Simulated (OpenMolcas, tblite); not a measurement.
# CH6GeSi (SMILES [CH2]1[SiH2][GeH2]1): methods side by side

The species is CH6GeSi (9 atoms), meant as a singlet with charge 0. SMILES: `[CH2]1[SiH2][GeH2]1`. The coordinates come from a PBE0-D4/def2-TZVP relaxation.

Each level gives the vertical energy of the triplet above the singlet (eV). The values are calculated.

```csv
level,kind,program,value (eV),less CCSD(T)/cc-pVDZ
GFN1-xTB,semi-empirical,tblite,3.34,-1.12
HF/cc-pVDZ,Hartree–Fock,OpenMolcas,4.10,-0.36
SVWN5/cc-pVDZ,LDA,OpenMolcas,4.24,-0.22
BLYP/cc-pVDZ,GGA,OpenMolcas,4.17,-0.29
PBE/cc-pVDZ,GGA,OpenMolcas,4.12,-0.34
TPSS/cc-pVDZ,meta-GGA,OpenMolcas,4.22,-0.24
BHLYP/cc-pVDZ,global hybrid,OpenMolcas,4.35,-0.11
"CCSD(T)/cc-pVDZ, open shells restricted",coupled cluster or CI,OpenMolcas,4.46,0.00
```

Differences are taken from CCSD(T)/cc-pVDZ, open shells restricted for orientation; it has basis-set and higher-order errors of its own. All-electron rows without a relativistic Hamiltonian named are non-relativistic. The values span 3.34 to 4.46 eV. In the correlated wave-function rows the outer d shell of Ge is correlated, in sets not made for it.
